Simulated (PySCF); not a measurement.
[Tb(CH3)2]+ at several levels of theory

Computed with PySCF 2.14.0 (density fitting, no spin-orbit coupling) at the geometry relaxed with PBE0:

```xyz
9
[Tb(CH3)2]+ (singlet in the valence; each metal's 4f electrons, 8 of them, lie in its core potential, out of spins and levels)
Tb    0.0000    0.0000   -0.2391
C     1.7292   -0.0184    1.2305
H     2.7116    0.2133    0.7774
H     1.5483    0.7171    2.0379
H     1.8201   -1.0040    1.7278
C    -1.7292    0.0184    1.2305
H    -2.7116   -0.2133    0.7774
H    -1.5483   -0.7171    2.0379
H    -1.8201    1.0040    1.7278
```

```csv
level,basis,state,HOMO (eV),gap (eV),charge on Tb1 (e),population of f-type functions on Tb1 (polarisation alone where 4f lies in the core),dipole about the centre of mass (D),largest force component (eV/Å)
PBE0,"Tb lcecp-1-SVP with ECP54, C def2-SVP, H def2-SVP",singlet,-11.70,4.64,1.26,0.03,3.60,0.01
PBE,the same,singlet,-10.54,2.67,1.13,0.02,2.95,0.23
BP86,the same,singlet,-10.63,2.89,1.15,0.02,2.96,0.26
```

In the lcecp rows the 4f levels are missing from HOMO and gap, and the state counts the valence alone.

Charges are Mulliken's, which hang on the basis. The relaxation used the grid (50, 194), these runs (75, 302) or, all-electron (x2c bases, spin-free X2C Hamiltonian), (99, 590).

**Question.** What does PBE0 with Tb lcecp-1-TZVP with ECP54, C def2-TZVP, H def2-TZVP give here?

**Answer.** state singlet, HOMO (eV) -11.65, gap (eV) 4.61, charge on Tb1 (e) 1.55, population of f-type functions on Tb1 (polarisation alone where 4f lies in the core) 0.03, dipole about the centre of mass (D) 3.73, largest force component (eV/Å) 0.26. Time: 20 s on 2 threads of Intel(R) Xeon(R) Platinum 8259CL CPU @ 2.50GHz (Skylake/Cascade Lake), on a shared host, from free ions and atoms.

In the first row's basis the gap widens with exact exchange: 2.7 to 2.9 eV for PBE, BP86 (none); 4.6 eV for PBE0 (a fixed share).

An lcecp potential fixes the number of 4f electrons, so in runs with it no electron can move into or out of that shell.
